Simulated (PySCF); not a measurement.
SMILES C(C)=[CH] (C₃H₅), doublet at its CAM-B3LYP/def2-SVP optimised geometry (Å):

```
8

C      0.9191    -0.7322     0.0000
C     -0.0491     0.1526     0.0000
C     -1.5231    -0.1403    -0.0001
H      2.0087    -0.7322     0.0000
H      0.2305     1.2213    -0.0001
H     -2.0087     0.3031     0.8837
H     -1.7163    -1.2213     0.0024
H     -2.0076     0.2986    -0.8869
```

Calculation: PySCF with unrestricted CAM-B3LYP/def2-TZVP. Cells within 0.4 Å of a nucleus heavier than hydrogen are left out (blank, or x).

Map of the deformation density (molecule minus spherical neutral atoms) (e/bohr³) on the plane z = 0.0 Å:

```
|111111111111111111111111111|
|111111111111111111111111111|
|111111111111111111111111111|
|111111111111111111111111111|
|111111111111111111111111111|
|111111111111111111111111111|
|111111111100000001111111111|
|111111100000000000111111111|
|111110000000000000011111111|
|111100000000122000001111111|
|111000000000276100000111111|
|111000000000275100000011111|
|111000012024xx2000000001111|
|11100001xx67xx8400000001111|
|11100000xx33139812310000111|
|111000027510014xx7850000111|
|111000039510001xx4410000111|
|111100013100000111100000111|
|111100000000001110000001111|
|111110000000001110000011111|
|111111000000011111001111111|
|111111110111111111111111111|
|111111111111111111111111111|
|111111111111111111111111111|
|111111111111111111111111111|
|111111111111111111111111111|
|111111111111111111111111111|
```
Scale: ten equal steps from -0.014 (start of '0') to 0.120 (end of '9'), in the order '0123456789'; x runs from -4.50 to 4.50, y from -4.50 (bottom) to 4.50 (top).
